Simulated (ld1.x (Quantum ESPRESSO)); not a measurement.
## What one change does to a pseudopotential (zinc, ultrasoft)

zinc (Zn), ultrasoft, made with ld1.x (Quantum ESPRESSO) 7.5 (BP86, scalar-relativistic). Core [Ar], reference 3d10 4s1 4p1. Waves: 4s (bound): rcut 1.50, rcutus 1.65 bohr; 4s channel at 0.35 Ry: rcut 1.50, rcutus 1.65 bohr; 4p (bound): rcut 2.70, rcutus 3.25 bohr; 4p channel at 1.9 Ry: rcut 2.70, rcutus 3.25 bohr; 3d (bound): rcut 0.60, rcutus 0.80 bohr; 3d channel at 0.05 Ry: rcut 0.60, rcutus 0.80 bohr. Local part: all-electron potential smoothed inside 1.85 bohr (lloc = -1). Core correction: Bessel-smoothed model core inside 0.45 bohr. Augmentation charge: built from norm-conserving waves at rcut, not smoothed further.

Change: local potential all-electron potential smoothed inside 2.08 bohr (lloc = -1).

Cutoffs: the cutoffs (Ry, on a coarse ladder) from which the occupation-weighted sum of valence levels, in a spherical-Bessel basis at the reference potential, stays within 10 and 1 mRy of its value at 400 Ry; they do not see the model core or the augmentation charge, which bear on the density cutoff. Errors are all-electron minus pseudo energies relative to the spin-unpolarised reference configuration.

Problem. What does the change do?

Solution. Both files keep a bound ghost (s); of the 6 tests that both files solve, the error grows in 3 and shrinks in 0 by more than 15 % and 0.3 meV (median size 69.4 → 70.7 meV). The local part now departs from the all-electron potential out to 2.08 bohr, far beyond the d radius of 0.80 bohr, and whatever the projectors do not describe feels it: the likely cause.

| quantity | base | changed |
| --- | --- | --- |
| bound ghosts | s | s |
| tests counted (converged, no solver errors) | 6 of 7 | 6 of 7 |
| error for 3d10 4s1 4p0, meV [ΔE 4.95 eV] | -1.7 | -2.8 |
| error for 3d10 4s0 4p0, meV [ΔE 23.47 eV] | -34 | -35 |
| error for 3d8 4s0 4p0, meV [ΔE 125.95 eV] | -804 | -826 |
| error for 3d9 4s0 4p0, meV [ΔE 64.08 eV] | -105 | -107 |
| error for 3d10 4s0 4p2, meV [ΔE 5.50 eV] | +13 | +15 |
| error for 3d10 4s0 4p1, meV [ΔE 11.32 eV] | +120 | +143 |
| s: phases at 3.55 bohr within 0.05 rad from the reference energy up to (Ry; the scan ends near 5) | to the end of the scan | to the end of the scan |
| p: phases at 3.55 bohr within 0.05 rad from the reference energy up to (Ry; the scan ends near 5) | -0.0 | -0.0 |
| d: phases at 3.55 bohr within 0.05 rad from the reference energy up to (Ry; the scan ends near 5) | to the end of the scan | to the end of the scan |
| lowest overlap eigenvalue by channel | s 0.26, p 0.13, d 1.00 | s 0.24, p 0.24, d 1.00 |

Base: Tests not counted: 3d10 4s2 4p0 (solver errors, printed error -1733 eV). Changed file: Tests not counted: 3d10 4s2 4p0 (solver errors, printed error -1732 eV). These tests converged, but a pseudo level misses the all-electron one widely, so the file describes the atom poorly there or has found another state: 3d10 4s0 4p0: empty 4p by 2.1 eV. A true bound ghost makes a file unfit for plane-wave use even where its test errors are small: the radial tests pick states by their node count and pass the ghost by. Where a test does run into it, the solver fails or the error is huge.
